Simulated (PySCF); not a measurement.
## Polarisability and C₆ of Sm⁴⁷⁺ (samarium, charge +47)

[Ne] 3s2 3p3, high-spin 4S determinant. Calculation: PySCF 2.14, in an uncontracted even-tempered set (16 s from 10 bohr⁻², ratio 2.5; 10 p from 14 bohr⁻², ratio 2.5; 4 d from 54 bohr⁻², ratio 2.7; 4 f from 80 bohr⁻², ratio 2.7); no relativity, point nucleus. Coupled (time-dependent) response in atomic units; α is the mean over directions.

| method | mean α (bohr³) | C₆ (like pair) | S(−4) |
| --- | --- | --- | --- |
| UHF | 0.009337 | 0.0003952 | 0.0004218 |
| PBE0 | 0.008859 | 0.0003710 | 0.0003769 |

S(−4) is the Cauchy moment in α(ω) = α(0) + S(−4) ω² + …

α(iu) at PBE0:

```csv
u (hartree),α(iu) (bohr³)
0,0.008859
0.600,0.008726
1.20,0.008354
2.40,0.007190
3.60,0.005941
4.80,0.004896
6.00,0.004097
9.00,0.002854
12.0,0.002176
18.0,0.001462
30.0,0.0008728
```

A single London oscillator, α(iu) = α/(1 + u²/ω²), gives C₆ = (3/4) ω α². Matching the computed C₆ needs ω = 4 × 0.0003710 / (3 × 0.008859²) = 6.30 hartree.

For an ion, C₆ is the dispersion term alone; charge-induced terms of lower order in 1/R come first.

A non-relativistic calculation at this Z misses sizeable relativistic shifts. Spin-orbit coupling, which splits the p, d and f shells strongly at this Z, is absent. Spin-orbit coupling is strong in this species (close to jj coupling), so the high-spin LS determinant is a model state, not a physical level.
